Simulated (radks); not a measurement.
Initial-state core-level shifts of the iron ion Fe+ when its valence configuration changes from [Ar] 3d6 4s1. Method: scalar-relativistic Kohn-Sham, LDA (Slater exchange, Perdew-Wang correlation), spin-polarised, spherical densities, finite nucleus; open shells are filled with parallel spins first; Fermi nuclear charge, rms radius 3.7377 fm; computed with a radial shooting solver on a logarithmic mesh with Libxc functionals. Shifts are changes of the shell-averaged eigenvalues in eV (positive: less bound); the change of the density at the nucleus, which sets a Mossbauer isomer shift, is in e/bohr^3, on a base of 1.512e+04.

valence               2s       2p       3s       3p  density at nucleus
3d7               +5.613   +5.549   +4.987   +4.837              -9.193
3d6 4p1           -1.358   -1.360   -1.442   -1.441              -8.055
3d6 4s0.5 4p0.5   -0.687   -0.687   -0.728   -0.728              -3.982
3d4 4s2 4p1      -18.202  -18.023  -15.269  -14.832             +17.523
3d5.5 4s1.5       -3.482   -3.448   -3.022   -2.937              +5.148
3d3 4s2 4p2      -30.236  -29.936  -24.694  -23.983             +24.929
3d5 4s1 4p1       -8.477   -8.398   -7.387   -7.188              +3.395
3d6.5 4s0.5       +2.989   +2.956   +2.624   +2.543              -4.941
3d5 4s2           -7.300   -7.230   -6.249   -6.070             +11.087
